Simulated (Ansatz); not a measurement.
Gas-phase electronic energies from Ansatz, PBE0-D4/def2-TZVP geometries. CCSD(T)/CBS adds triple-zeta CCSD(T) − MP2 to the extrapolated MP2 energy (def2 sets, frozen cores). This one scheme is used for every species.

Consider the hydrogenolysis of a C–F bond: `CC(F)C(F)(F)F` + H₂ → `CCC(F)(F)F` + H–F.

```json
{"species": "`CC(F)C(F)(F)F`", "CCSD(T)/CBS(def2) energy (Eh)": "-515.74039"}
{"species": "H₂", "CCSD(T)/CBS(def2) energy (Eh)": "-1.17544"}
{"species": "`CCC(F)(F)F`", "CCSD(T)/CBS(def2) energy (Eh)": "-416.56297"}
{"species": "H–F", "CCSD(T)/CBS(def2) energy (Eh)": "-100.39570"}
```

(1) Work out ΔE.

Largest T1 diagnostic among the species: 0.011.

## Answers

(1) ΔE = (-416.56297) + (-100.39570) − (-515.74039) − (-1.17544) = -0.04284 Eh = -26.9 kcal/mol.

Leaving LDA and LC-ωPBE aside and taking each functional with its dispersion term where it has one, the values, not all of them listed here, spread over 4.5 kcal/mol, from PBE-QIDH to BLYP-D4. LDA lies +1.1 kcal/mol from PBE without D4. At CCSD(T), def2-SVP lies +3.7 kcal/mol from the extrapolated value and def2-TZVPP +0.9 kcal/mol. From PBE to PBE0 (25 % exact exchange), in def2-TZVPP and without D4, ΔE moves by −1.7 kcal/mol.
